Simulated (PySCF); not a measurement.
TaCl2: fields on a plane

These are results of UPBE0/[Ta def2-SVP with ECP60, Cl def2-SVP], scalar-relativistic core potentials, density fitting, no spin–orbit coupling, PySCF, not measurements.

The quartet minimum has Ta–Cl 2.306 Å (×2); Cl–Ta–Cl 180.0°.

The plane holds Ta1 at (0.00, 0.00), Cl2 at (2.31, 0.00), Cl3 at (-2.31, 0.00) Å. Columns run from x = -4.35 to 4.65 Å, rows from y = 2.25 (top) to -1.95 Å, in steps of 0.3 Å. Other isomers or separated fragments may lie lower. Core electrons replaced by a potential are absent, the electrostatic potential uses the reduced nuclear charge, and values within about 0.7 Å of such atoms have no physical meaning.

Question: Give the electrostatic potential (V) (cut at 20 V). Every second row and column.

Answer: 
```
-0.1 -0.2 -0.2 -0.1  0.1  0.4  0.9  1.1  1.0  0.7  0.2 -0.1 -0.2 -0.2 -0.2 -0.1
-0.2 -0.3 -0.3 -0.1  0.2  1.1  2.6  3.4  3.1  1.8  0.6  0.1 -0.2 -0.3 -0.2 -0.2
-0.3 -0.2  1.1  4.9  4.5  3.6  9.3 15.9 13.2  5.8  3.3  5.6  2.8  0.1 -0.3 -0.2
-0.3  0.3  9.0 20.0 20.0 10.9 20.0 20.0 20.0 14.9 20.0 20.0 20.0  2.3 -0.2 -0.2
-0.3  0.5 14.5 20.0 20.0 14.6 20.0 20.0 20.0 18.7 20.0 20.0 20.0  3.4 -0.2 -0.3
-0.3  0.0  3.8 19.9 16.6  6.6 17.8 20.0 20.0  9.9  8.8 20.0 10.3  0.9 -0.3 -0.2
-0.2 -0.3  0.0  0.9  1.1  2.0  4.8  7.0  6.2  3.2  1.3  1.1  0.4 -0.2 -0.3 -0.2
-0.2 -0.2 -0.3 -0.2  0.1  0.7  1.4  1.8  1.7  1.1  0.3 -0.1 -0.3 -0.3 -0.2 -0.2
```

Question: Give the electron density (e/Å³) (cut at 5 e/Å³). Lower edges of the bins (e/Å³): '0' 0.000, '1' 0.030, '2' 0.076, '3' 0.151, '4' 0.268, '5' 0.455, '6' 0.750, '7' 1.218, '8' 1.960, '9' 3.136; top 5.00.

Answer: 
```
0000000000000000000000000000000
0000000000000011000000000000000
0000011111111111111111111000000
0000122222112233221122222100000
0001234443323455432334443210000
0012456765434688643456765421000
0013578877546999964577887531000
0023679997657922975679997632000
0023679997657922975679997632000
0013578877546999964577887531000
0012456765434688643456765421000
0001234443323455432334443210000
0000122222112233221122222100000
0000011111111111111111111000000
0000000000000011000000000000000
```

Open d and f shells are described by one determinant, and the ground state may have another occupation or spin. No spin–orbit coupling is included, which matters more the heavier the element.
